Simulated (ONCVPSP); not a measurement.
## What one change does to a pseudopotential (Zr, ONCV)

Zr, optimised norm-conserving Vanderbilt (ONCV), made with ONCVPSP 4.0.1 (PBE, scalar-relativistic). Core [Ar] 3d10, reference 4s2 4p6 4d2 5s1.5 5p0.5. Waves: 4s+5s: rc 1.85 bohr, ncon 3, nbas 6, qcut 5.8 1/bohr, 2 projectors; 4p+5p: rc 2.35 bohr, ncon 3, nbas 6, qcut 6.8 1/bohr, 2 projectors; 4d: rc 2.50 bohr, ncon 4, nbas 8, qcut 5.7 1/bohr, 3 projectors, debl 3.5 Ha. Local part: polynomial inside 1.55 bohr (lpopt 5, dvloc0 6 Ha). Core correction: polynomial model core, fcfact 0.25.

All-electron outer shells of the reference configuration (PBE, scalar-relativistic, ld1.x):

```
shell  level (eV)  outermost node (bohr)  outermost maximum (bohr)
   3p     -318.29                   0.18                      0.40
   3d     -175.34                      –                      0.35
   4s      -55.14                   0.55                      1.08
   4p      -33.09                   0.56                      1.17
   5s       -4.81                   1.47                      3.11
   4d       -4.14                   0.58                      1.59
   5p       -1.77                   1.70                      4.10
```

Change: all radii but the core radius scaled by about 0.96 (s 1.78, p 2.26, d 2.40 bohr); local potential polynomial inside 1.50 bohr (lpopt 5, dvloc0 6 Ha).

Cutoffs: the cutoffs (Ha) at which the residual kinetic energy of the hardest occupied pseudo-wave falls to 1 and 0.1 mHa per electron; they do not see the model core or the augmentation charge, which bear on the density cutoff. Errors are all-electron minus pseudo energies relative to the spin-unpolarised reference configuration.

Problem. How do hardness, ghosts and transferability respond?

Solution. The potential gets neither clearly harder nor softer (12 Ha and 15 Ha → 13 Ha and 16 Ha); of the 4 tests that both files solve, the error grows in 0 and shrinks in 1 by more than 15 % and 0.3 meV (median size 3.6 → 3.4 meV); neither file shows a bound ghost.

| quantity | base | changed |
| --- | --- | --- |
| cutoff, loose | 12 Ha | 13 Ha |
| cutoff, tight | 15 Ha | 16 Ha |
| loose cutoff by channel | s 12 Ha, p 10 Ha, d 11 Ha | s 13 Ha, p 10 Ha, d 12 Ha |
| bound ghosts | none | none |
| GHOST(+) flags under 300 eV | none | none |
| error for 4s2 4p6 4d2 5s2 5p0, meV [ΔE -1.50 eV] | 0.0 | +0.1 |
| error for 4s2 4p6 4d2 5s1 5p0, meV [ΔE 5.63 eV] | -1.1 | -1.1 |
| error for 4s2 4p6 4d2 5s0 5p0, meV [ΔE 18.58 eV] | -6.2 | -5.7 |
| error for 4s2 4p6 4d1 5s2 5p0, meV [ΔE 6.16 eV] | +8.0 | +5.9 |
| rms error of d²Exc/dni dnj with the model core, mHa | 0.99 | 0.91 |
